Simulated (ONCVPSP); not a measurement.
# Pseudopotential generation for Mn (Z = 25): ONCV, PBE, scalar-relativistic.

- Element: manganese (Mn)
- Generator: ONCVPSP 4.0.1
- Type: optimised norm-conserving Vanderbilt (ONCV)
- Functional: PBE
- Relativity: scalar-relativistic
- Frozen core: [Ne] 3s2
- Valence charge: 13
- Reference configuration: 3p6 3d5 4s2
- Partial waves: 4s: rc 2.30 bohr, ncon 4, nbas 7, qcut 3.5 1/bohr, 3 projectors, debl 3.8 Ha; 3p: rc 0.85 bohr, ncon 3, nbas 6, qcut 8.2 1/bohr, 2 projectors, debl 0.4 Ha; 3d: rc 1.55 bohr, ncon 3, nbas 8, qcut 9 1/bohr, 1 projector
- Local potential: polynomial inside 0.70 bohr (lpopt 5, dvloc0 1 Ha)
- Core correction: none

In the p channel the program set the typed energies aside and used -2.006, 0.250 Ha.

All-electron outer shells of the reference configuration (PBE, scalar-relativistic, ld1.x):

| shell | level (eV) | outermost node (bohr) | outermost maximum (bohr) |
| --- | --- | --- | --- |
| 3s | -85.88 | 0.34 | 0.74 |
| 3p | -54.59 | 0.31 | 0.75 |
| 3d | -6.77 | – | 0.76 |
| 4s | -5.11 | 1.05 | 2.51 |

What the tests gave:

- Cutoffs needed: 39 Ha and 152 Ha (the cutoffs (Ha) at which the residual kinetic energy of the hardest occupied pseudo-wave falls to 1 and 0.1 mHa per electron)
- Ghost test: ghosts flagged at negative energy: s at -44.7 eV; GHOST(+) flagged for s at 265.7 eV; a true bound ghost makes a file unfit for plane-wave use
- Configuration tests: 4 of 4 tests not solved or not reliable

Generation and tests took about 3.7 s on one core of a shared server CPU.
